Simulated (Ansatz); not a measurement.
`[BH2][GeH2][OH]` → BH₃ + `[OH][GeH]` at 600 K and 1 bar (germylene formation by 1,1-elimination).

Isolated molecules relaxed with PBE0-D4/def2-TZVP in Ansatz; ΔE leaves out vibrations. CCSD(T)/CBS is the MP2 limit (def2-TZVPP, def2-QZVPP) plus CCSD(T) − MP2 in def2-TZVPP, frozen cores. This one scheme is used for every species. For Ge outer-core shells are correlated without core-valence functions, which leaves a few kJ/mol of doubt a bond. Scalar relativity is left out up to krypton. One conformer a species, not always the lowest.

```tsv
species	CCSD(T)/CBS energy (Eh)	H − E (kJ/mol)	S (J/(mol·K))
`[BH2][GeH2][OH]`	-2179.06509	179.4	387.3
BH₃	-26.55200	91.5	217.3
`[OH][GeH]`	-2152.47759	79.9	292.6
```

H − E and S are ideal-gas, rigid-rotor, harmonic terms from PBE0-D4/def2-TZVP, for one conformer and one mirror image of each species. 1 Eh = 2625.50 kJ/mol, R = 8.31446 J/(mol·K).

Problem. By hand: ΔE, ΔH, ΔS and ΔG.

Solution. ΔE = (-26.55200) + (-2152.47759) − (-2179.06509) = 0.03550 Eh = 93.2 kJ/mol. Δ(H − E) = 91.5 + 79.9 − 179.4 = -8.0, so ΔH = 85.2 kJ/mol. ΔS = 217.3 + 292.6 − 387.3 = 122.6 J/(mol·K). ΔG = 85.2 − 600 × (122.6)/1000 = 11.6 kJ/mol.

Problem. By hand: the equilibrium constant, and the temperature at which ΔG would vanish if ΔH and ΔS stayed fixed.

Solution. log₁₀ K = −ΔG/(RT ln 10) = -1.0. ΔG = 0 at ΔH/ΔS = 695 K.

The number of gas molecules changes by +1, which sets the sign of ΔS. A doubt of 5 kJ/mol in ΔE shifts log₁₀ K by 0.4 here. Other conformers and mirror images would add mixing entropy, several J/(mol·K) or more a flexible species. These are equilibria of isolated gas molecules and say nothing of rates. Largest T1 diagnostic: 0.016 (customary marks: 0.02 for closed shells, 0.045 for open ones).
